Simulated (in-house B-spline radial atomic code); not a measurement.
**How G0W0 and RPA depend on the start: the cobalt ion Co²⁴⁺**

Configuration [He] 2s1, highest spin. Computed with a B-spline radial code for spherical atoms: all electrons, non-relativistic, point nucleus, each spin shell either full or empty, empty states to l = 9 with an (l + 1/2)⁻⁴ tail; G0W0 by contour deformation at full frequency.

```json
{"start": "Hartree-Fock", "mean-field 2s up (eV)": "-2194.05", "G0W0 (eV)": "?", "QP weight": "?", "RPA correlation (Eh)": "?"}
{"start": "PBE", "mean-field 2s up (eV)": "-2155.77", "G0W0 (eV)": "-2200.38", "QP weight": "0.964", "RPA correlation (Eh)": "-0.28196"}
{"start": "BLYP", "mean-field 2s up (eV)": "-2156.17", "G0W0 (eV)": "-2200.37", "QP weight": "0.965", "RPA correlation (Eh)": "-0.28121"}
{"start": "BHandHLYP", "mean-field 2s up (eV)": "-2175.35", "G0W0 (eV)": "?", "QP weight": "?", "RPA correlation (Eh)": "?"}
{"start": "wB97X", "mean-field 2s up (eV)": "-2166.31", "G0W0 (eV)": "-2199.55", "QP weight": "0.975", "RPA correlation (Eh)": "-0.23433"}
```

(1) What G0W0 level, weight and RPA correlation energy follow from the BHandHLYP start?

(2) What G0W0 level, weight and RPA correlation energy follow from the Hartree-Fock start?

(3) How much of the dependence on the start does G0W0 remove?

Answers

(1) G0W0 level -2199.10 eV, weight 0.980, RPA correlation -0.21231 hartree.

(2) G0W0 level -2198.21 eV, weight 0.987, RPA correlation -0.18213 hartree.

(3) The mean-field levels span 38.3 eV and the G0W0 levels 2.16 eV. Against 2218.876 ± 0.007 eV (NIST, tabulated theory) the G0W0 removal energies are off by -20.66 to -18.50 eV, with relativity, Breit and QED terms left out.
